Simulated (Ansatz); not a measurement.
Molecule: sum formula HSiOBr₂, net charge 0, doublet state. It need not be the lowest isomer of its formula. 
Coordinates optimised at B3LYP-D3(BJ)/def2-TZVP (Ansatz, a quantum-chemistry and plane-wave program):
SMILES: O[Si](Br)Br
```xyz
5

Si    -0.5873    -0.6040     0.2221
Br    -0.3703     1.4003     1.2373
Br     1.1259    -1.0182    -1.1540
O     -1.9405    -0.6028    -0.7035
H     -2.6993    -0.0956    -0.3950
```
Charge 0, spin multiplicity 2.

Total electronic energies in hartree. Correlated levels leave the core frozen unless marked. Open shells are spin-unrestricted. No spin-orbit coupling. Frozen are the shells of the preceding noble gas and the d and f shells that filled before the atom's block. Non-relativistic. CBS(X,Y): correlation extrapolated as X^-3; Hartree-Fock from the larger set. The bracket is a focal-point correction in the basis named.

| level | program | energy (Eh) |
|---|---|---|
| SVWN5/def2-TZVPD | Ansatz | -5505.01328 |
| PBE/def2-TZVPD | Ansatz | -5512.78299 |
| PBE0/def2-TZVP | Ansatz | -5512.98261 |
| CAM-B3LYP-D3(BJ)/def2-TZVPD | Ansatz + dftd3 | -5514.01695 |
| B2GP-PLYP/def2-TZVPD | Ansatz | -5512.42919 |
| MP2/STO-3G | Ansatz | -5449.50481 |
| CCSD/6-31G* | Ansatz | -5509.17906 |
| CCSD/def2-TZVPP | Ansatz | -5510.05842 |
| RI-MP2/CBS(def2-TZVPP,def2-QZVPP)+[CCSD(T)-MP2]/def2-TZVPP | Ansatz | -5510.3093 |

Totals of different functionals don't rank their quality; only differences between species are comparable.
